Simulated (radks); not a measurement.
Ir XV, 63 electrons, occupied as [Kr] 4d10 4f14 5s2 5p1 (the NIST ground configuration). Method: non-relativistic Kohn-Sham, PBE, spin-polarised, spherical densities, point nucleus; open shells are filled with parallel spins first (spin-orbit coupling, left out, can overturn this in heavy ions); relativity is left out, which matters for an element this heavy; computed with a radial shooting solver on a logarithmic mesh with Libxc functionals.

Normalised radial functions P(r) = r R(r), r in bohr:

r	4d up	4d down	5s down
0.0009808	0.0000	0.0000	0.0467
0.001463	0.0000	0.0000	0.0670
0.0022	0.0001	0.0001	0.0950
0.003283	0.0004	0.0004	0.1297
0.004936	0.0012	0.0012	0.1694
0.007364	0.0037	0.0037	0.2028
0.01107	0.0115	0.0115	0.2093
0.01652	0.0333	0.0333	0.1544
0.02484	0.0920	0.0920	0.0034
0.03706	0.2257	0.2258	-0.2140
0.05574	0.4845	0.4848	-0.3451
0.08315	0.8148	0.8152	-0.1371
0.125	0.9246	0.9250	0.3589
0.1865	0.3257	0.3258	0.4040
0.2805	-0.9197	-0.9202	-0.3847
0.4185	-1.6226	-1.6234	-0.6379
0.6293	-1.1354	-1.1354	0.5070
0.9388	-0.3634	-0.3615	1.2463
1.412	-0.0405	-0.0401	0.6347
2.106	-0.0011	-0.0011	0.0868
3.167	0.0000	0.0000	0.0019

4d up: eigenvalue -561.90 eV, 1 radial node at r = 0.210 bohr, <r> = 0.477 bohr, 90 % of the charge inside 0.710 bohr. 4d down: eigenvalue -561.61 eV, 1 radial node at r = 0.210 bohr, <r> = 0.477 bohr, 90 % of the charge inside 0.710 bohr. 5s down: eigenvalue -319.33 eV, 4 radial nodes at r = 0.0250, 0.0937, 0.236, 0.542 bohr, <r> = 0.972 bohr, 90 % of the charge inside 1.36 bohr.
